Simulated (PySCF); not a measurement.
H3OSi, SMILES [O][SiH3], multiplicity 2. Atoms are numbered in the order given.

```xyz
5

O      1.1836    -0.0267     0.0000
Si    -0.4742    -0.0013     0.0000
H     -0.7218     1.4692     0.0000
H     -1.0542    -0.6187    -1.2149
H     -1.0542    -0.6187     1.2149
```
Charge 0, spin multiplicity 2.

The structure is a stationary point at B3LYP-D3(BJ)/def2-TZVP. The isomer is the one that the SMILES or the coordinates give; other isomers of the formula were not compared.

Two levels are set side by side: PBE/pcH-1 (PySCF) and PBE0/pcH-1 (PySCF). Contact hyperfine couplings, same geometry. Differences are taken from unrounded values.

```json
[
 {"quantity": "A(iso) of 17O, atom O1 (MHz)", "PBE0": "-32.6", "PBE": "-19.0", "PBE minus PBE0": "13.6"},
 {"quantity": "A(iso) of 29Si, atom Si2 (MHz)", "PBE0": "59.6", "PBE": "55.7", "PBE minus PBE0": "-3.9"},
 {"quantity": "A(iso) of 1H, atom H3 (MHz)", "PBE0": "180.4", "PBE": "249.3", "PBE minus PBE0": "68.8"},
 {"quantity": "A(iso) of 1H, atom H4 (MHz)", "PBE0": "28.9", "PBE": "42.1", "PBE minus PBE0": "13.2"},
 {"quantity": "A(iso) of 1H, atom H5 (MHz)", "PBE0": "28.9", "PBE": "42.1", "PBE minus PBE0": "13.2"}
]
```

Rough cost on one machine, each run with all the roots and properties that it gave: PBE0 against PBE about 2 times.
